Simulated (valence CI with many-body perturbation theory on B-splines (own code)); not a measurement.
The numbers below are computed, except where a source is named.
Nb: what the settings do

Method: relativistic CI+MBPT: five valence electrons over a frozen Dirac-Fock core [Kr], radial functions for each j: 6 s, 6 p, 5 d, 5 f, 1 g, with the one-electron correlation potential Σ1 (screened to all orders), the two-electron term Σ2, the three-electron term Σ3, Breit, model QED; selected single and double excitations, second order for the rest, scaled by the run's own slope (own B-spline code, finite nucleus).

Set against measurement, 15 paired levels are off by 209 cm⁻¹ on average, the worst by 755. These come from a selection out of the NIST Handbook of Basic Atomic Spectroscopic Data. Levels without a partner in it may be off by more, other configurations by 1,000 to 4,000 cm⁻¹. Among the levels kept, up to 2400 cm⁻¹ of a level comes from second order outside the variational space, and about a tenth of that is noise between levels of different J, which matters for small intervals. Only levels of the ground parity were solved; by the run's estimate the other parity begins above the list, which can be wrong where configurations are misplaced.

The reference run has the lowest level 4d4.5s 6D_1/2 and an ionisation energy of 6.67550 eV. Its largest variational space holds 10003 state functions.

Names give the largest LS component (configuration and term), which can be under half, so a name can repeat, a term be missing and a line seem to break the LS rules; names also repeat where a configuration has a term twice.

Changed runs:
A. logarithmic knot step 0.27 → 0.33
B. scale of Σ2 1 → 0.8
C. Davidson tolerance 2e-05 → 0.0003
D. scale of Σ1 1 → 2 (bad on purpose)

Excitation energies of the reference run in cm⁻¹, and shifts in cm⁻¹:

| Level | Reference | A | C | D |
| --- | --- | --- | --- | --- |
| 4d4.5s 6D_3/2 | 166 | -0.1 | +3.7 | +34 |
| 4d3.5s2 4F_3/2 | 393 | -7.9 | +1.0 | +3050 |
| 4d4.5s 6D_5/2 | 396 | -0.2 | +21 | +127 |
| 4d4.5s 6D_7/2 | 684 | -0.3 | +1.1 | +152 |
| 4d3.5s2 4F_5/2 | 863 | -7.9 | +56 | +3174 |
| 4d4.5s 6D_9/2 | 1014 | -0.4 | +0.5 | +215 |
| 4d3.5s2 4F_7/2 | 1410 | -8.1 | +1.2 | +3184 |
| 4d3.5s2 4F_9/2 | 2050 | -8.1 | -3.4 | +3252 |
| 4d3.5s2 4P_1/2 | 4971 | -5.4 | -1.8 | +1858 |
| 4d3.5s2 4P_3/2 | 5284 | -5.7 | -1.3 | +1984 |
| 4d3.5s2 4P_5/2 | 5953 | -5.9 | +18 | +2104 |
| 4d4.5s 4D_1/2 | 8426 | -0.1 | +0.1 | +242 |
| Ionisation energy (eV) | 6.67550 | -4.8e-05 | -0.00020 | +0.22220 |

Run B ends with another lowest level, 4d3.5s2 4F_3/2, and an ionisation energy of 6.78289 eV.
